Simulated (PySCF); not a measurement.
# Fine-structure interval of Cs¹⁸⁺ by level of theory

Cs¹⁸⁺ [Kr] 4d1 [4d3/2^1, M_J = 3/2] → Cs¹⁸⁺ [Kr] 4d1 [4d5/2^1, M_J = 5/2], as a difference of total energies. Calculation: PySCF 2.14, in an even-tempered Gaussian basis (18 s from 1 bohr⁻², ratio 2.8; 14 p from 1.4 bohr⁻², ratio 2.8; 9 d from 1.4 bohr⁻², ratio 2.8; 4 f from 4.7 bohr⁻², ratio 3); the two-component X2C-1e Hamiltonian. Correlated levels: [Ar] 3d10 frozen; the 94 highest virtual spinors dropped. "Screened" scales the spin-orbit matrix elements by Boettger's factors to mimic the two-electron term; Breit and QED terms are absent.

```
                    method  fine-structure interval (cm⁻¹)
 GHF (screened spin-orbit)                           27161
GMP2 (screened spin-orbit)                           27032
     GHF (bare spin-orbit)                           33197
```
